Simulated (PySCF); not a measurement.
**Correlation energy of Ho³⁺ (holmium, charge +3)**

[Xe] 4f10, one real determinant. All numbers are calculated (PySCF 2.14, the spin-free X2C one-electron Hamiltonian (Gaussian nucleus), in cc-pVDZ-X2C (8s7p5d3f1g, 84 functions)). Frozen: [Kr] 4d10; 18 electrons correlated.

| level | correlation energy (mhartree) |
| --- | --- |
| CCSD | -558.35 |
| (T) | -17.83 |
| CCSD(T) | -576.18 |

Diagnostics: T1 = 0.0074, D1 = 0.0144, largest double amplitude 0.138.

The real determinant used has ⟨L²⟩ near 34 against 42 for a pure I term, so it mixes terms. Spin-orbit coupling, absent here, splits the open shell strongly.

Cost of the coupled-cluster step: of the order of 50 core-seconds, for 18 correlated electrons.

Iterations:

```
CC2 = 0
CCSD nocc = (np.int64(11), np.int64(7)), nmo = (61, 61)
frozen orbitals [[0, 1, 2, 3, 4, 5, 6, 7, 8, 9, 10, 11, 12, 13, 14, 15, 16, 17, 18, 19, 20, 21, 22], [0, 1, 2, 3, 4, 5, 6, 7, 8, 9, 10, 11, 12, 13, 14, 15, 16, 17, 18, 19, 20, 21, 22]]
max_cycle = 100
direct = 0
conv_tol = 1e-08
conv_tol_normt = 1e-06
diis_space = 8
diis_start_cycle = 0
Init t2, MP2 energy = -0.601092316234411
Init E_corr(UCCSD) = -0.601092316237289
cycle = 1  E_corr(UCCSD) = -0.531944168129532  dE = 0.0691481481  norm(t1,t2) = 0.0774652
cycle = 2  E_corr(UCCSD) = -0.557197770616594  dE = -0.0252536025  norm(t1,t2) = 0.02818
cycle = 3  E_corr(UCCSD) = -0.553768654233095  dE = 0.00342911638  norm(t1,t2) = 0.0157709
cycle = 4  E_corr(UCCSD) = -0.554767474959065  dE = -0.000998820726  norm(t1,t2) = 0.01007
cycle = 5  E_corr(UCCSD) = -0.556835433352213  dE = -0.00206795839  norm(t1,t2) = 0.00845083
cycle = 6  E_corr(UCCSD) = -0.557971912382418  dE = -0.00113647903  norm(t1,t2) = 0.00602412
cycle = 7  E_corr(UCCSD) = -0.558123112453505  dE = -0.000151200071  norm(t1,t2) = 0.00175598
cycle = 8  E_corr(UCCSD) = -0.558347350156904  dE = -0.000224237703  norm(t1,t2) = 0.000860132
cycle = 9  E_corr(UCCSD) = -0.558329065784179  dE = 1.82843727e-05  norm(t1,t2) = 0.000616694
cycle = 10  E_corr(UCCSD) = -0.558316071262931  dE = 1.29945212e-05  norm(t1,t2) = 0.000481074
cycle = 11  E_corr(UCCSD) = -0.5583684410685  dE = -5.23698056e-05  norm(t1,t2) = 0.000310132
cycle = 12  E_corr(UCCSD) = -0.558344160734545  dE = 2.4280334e-05  norm(t1,t2) = 0.000118636
cycle = 13  E_corr(UCCSD) = -0.558351796697471  dE = -7.63596293e-06  norm(t1,t2) = 3.03682e-05
cycle = 14  E_corr(UCCSD) = -0.55835080238578  dE = 9.94311691e-07  norm(t1,t2) = 1.14535e-05
cycle = 15  E_corr(UCCSD) = -0.55835054224612  dE = 2.6013966e-07  norm(t1,t2) = 4.8706e-06
cycle = 16  E_corr(UCCSD) = -0.558350717783141  dE = -1.75537021e-07  norm(t1,t2) = 3.56052e-06
cycle = 17  E_corr(UCCSD) = -0.558350944940651  dE = -2.27157509e-07  norm(t1,t2) = 3.09821e-06
cycle = 18  E_corr(UCCSD) = -0.558351379969901  dE = -4.3502925e-07  norm(t1,t2) = 2.60046e-06
cycle = 19  E_corr(UCCSD) = -0.558351813320594  dE = -4.33350694e-07  norm(t1,t2) = 1.57279e-06
cycle = 20  E_corr(UCCSD) = -0.558351915361103  dE = -1.02040509e-07  norm(t1,t2) = 7.32358e-07
cycle = 21  E_corr(UCCSD) = -0.558351932378721  dE = -1.70176179e-08  norm(t1,t2) = 4.8398e-07
cycle = 22  E_corr(UCCSD) = -0.558351942690534  dE = -1.03118133e-08  norm(t1,t2) = 4.05633e-07
cycle = 23  E_corr(UCCSD) = -0.55835194764514  dE = -4.95460573e-09  norm(t1,t2) = 3.74684e-07
UCCSD converged
E(UCCSD) = -12610.53659599143  E_corr = -0.5583519476451401
UCCSD(T) correction = -0.017826115114748
```

The reference is one real determinant that mixes LS terms of this configuration.
